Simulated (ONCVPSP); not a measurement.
Wu-Cohen ONCV dataset for Ti, scalar-relativistic all-electron reference.

titanium (Ti), optimised norm-conserving Vanderbilt (ONCV), made with ONCVPSP 4.0.1 (Wu-Cohen, scalar-relativistic). Core [Ne], reference 3s2 3p6 3d2 4s2. Waves: 3s+4s: rc 1.35 bohr, ncon 4, nbas 8, qcut 8.6 1/bohr, 2 projectors; 3p: rc 1.30 bohr, ncon 4, nbas 7, qcut 10.4 1/bohr, 2 projectors, debl 3.3 Ha; 3d: rc 2.05 bohr, ncon 4, nbas 8, qcut 6 1/bohr, 2 projectors, debl 4 Ha; f scattering state at 0.22 Ha: rc 1.60 bohr, ncon 4, nbas 8, qcut 6.1 1/bohr, 2 projectors, debl 3.3 Ha. Local part: polynomial inside 1.15 bohr (lpopt 5, dvloc0 3 Ha). Core correction: polynomial model core, fcfact 0.15.

All-electron outer shells of the reference configuration (Wu-Cohen, scalar-relativistic, ld1.x):

```csv
shell,level (eV),outermost node (bohr),outermost maximum (bohr)
2p,-444.27,–,0.22
3s,-62.47,0.40,0.87
3p,-38.80,0.37,0.90
4s,-4.49,1.24,2.92
3d,-4.28,–,0.98
```

Problem. Estimate the cutoffs (Ha) at which the residual kinetic energy of the hardest occupied pseudo-wave falls to 1 and 0.1 mHa per electron.

Solution. 27 Ha and 50 Ha. The cutoffs count occupied waves only; projector 2 of the d channel, the hardest unoccupied one, needs 69 Ha at the loose tolerance.

Problem. What does a ghost test show?

Solution. Ghosts flagged at negative energy: s at -21331.8 eV; no localised positive-energy state flagged. A true bound ghost makes a file unfit for plane-wave use.

Problem. Tests: 3s2 3p6 3d2 4s1; 3s2 3p6 3d2 4s0; 3s2 3p6 3d1 4s0; 3s2 3p6 3d1 4s2 4p1. Which has the largest error in its energy relative to the reference configuration, and how large is it?

Solution. 3s2 3p6 3d1 4s2 4p1, with +146 meV (all-electron minus pseudo) on +4.71 eV.
